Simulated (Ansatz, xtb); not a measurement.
## B2BrFH2Si: 10 structures ranked

10 gas-phase structures of B2BrFH2Si, found in a search over its isomers (lower ones may exist). Each was relaxed with GFN2-xTB; where two conformers were screened, the lower at r2SCAN-D4/def2-SVP is listed:

A. `F[SiH+][BH-]=BBr`, a singlet
B. `B=[BH-][Si+](F)Br`, a singlet
C. `FB[Si]BBr`, a singlet
D. `F[Si]BBBr`, a singlet
E. `FB=[BH-][SiH+]Br`, a singlet
F. `F[SiH]=BBBr`, a singlet
G. `FBB[Si]Br`, a singlet
H. `F[Si]1(Br)BB1`, a singlet
I. a singlet given by its coordinates
J. a singlet given by its coordinates

J (Å):

| atom | x (Å) | y (Å) | z (Å) |
| --- | --- | --- | --- |
| B | 0.5425 | 3.3788 | -1.7345 |
| B | -0.3108 | 2.1720 | -1.4337 |
| Br | 1.5222 | -0.1315 | -3.7299 |
| F | -0.6521 | -0.9502 | -1.9313 |
| Si | 0.0325 | 0.4990 | -2.1707 |
| H | 1.1798 | 4.3312 | -1.8948 |
| H | -1.2426 | 2.2190 | -0.7032 |

Close contacts (Å): B1–B2 1.51, B2–Si5 1.86, Br3–Si5 2.25, F4–Si5 1.62, B1–H6 1.16, B2–H7 1.18.

I (Å):

```xyz
7

B    -0.1151    1.2958    0.0810
B    -0.0174   -0.1269   -0.4490
Br    1.7812    1.7989   -0.2177
F    -0.3737   -2.9373   -1.3654
Si    0.6423   -1.6849   -1.1714
H    -0.7867    2.1309    0.5476
H     1.8613   -2.2825   -1.6941
```

Close contacts (Å): B1–B2 1.52, B1–Br3 1.98, B2–Br3 2.65, B2–Si5 1.84, F4–Si5 1.62, B1–H6 1.17, Si5–H7 1.45.

**Question.** Make a reasoned guess at their ranking by r2SCAN-D4/def2-SVP single-point energy.

**Answer.** Calculated order at r2SCAN-D4/def2-SVP: E (0.0), B (47.6), A (49.8), H (50.9), J (60.7), C (102.9), G (103.6), I (124.8), F (125.2), D (159.3) kJ/mol. Less than 1 kcal/mol parts B and A; A and H; C and G; I and F, so the order within those pairs means little.

Energies above the lowest of each column, in kJ/mol; the last columns are at B3LYP-D3(BJ)/def2-SVP geometries and were run for some of them only (a dash: not run or not comparable):

| structure | GFN2-xTB | HF/STO-3G | r2SCAN-D4/def2-SVP | B3LYP-D3(BJ)/def2-SVP |
| --- | --- | --- | --- | --- |
| E | 9.4 | 0.0 | 0.0 | 0.0 |
| B | 20.9 | 136.0 | 47.6 | 53.2 |
| A | 0.0 | 140.4 | 49.8 | 55.0 |
| H | 13.5 | 156.8 | 50.9 | – |
| J | 21.8 | 150.1 | 60.7 | – |
| C | 17.6 | 14.1 | 102.9 | – |
| G | 26.5 | 93.2 | 103.6 | – |
| I | 12.8 | 193.3 | 124.8 | – |
| F | 12.8 | 193.1 | 125.2 | – |
| D | 12.6 | 216.7 | 159.3 | – |

B3LYP-D3(BJ)/def2-SVP puts E lowest of those it was run on; GFN2-xTB picks A. Some further structures that were screened fall inside this span and aren't listed. Flexible structures stand in one conformer each, not always the lowest. Frequencies (B3LYP-D3(BJ)/def2-SVP) were run for E alone.

Over these structures GFN2-xTB departs from r2SCAN-D4/def2-SVP by 39.0 kJ/mol on average once a common shift is removed. A GFN2-xTB relaxation took about 0.29 s and the r2SCAN-D4/def2-SVP energy about 1.9 s on a shared host (Ansatz 0.2.0, xtb 6.7.1).
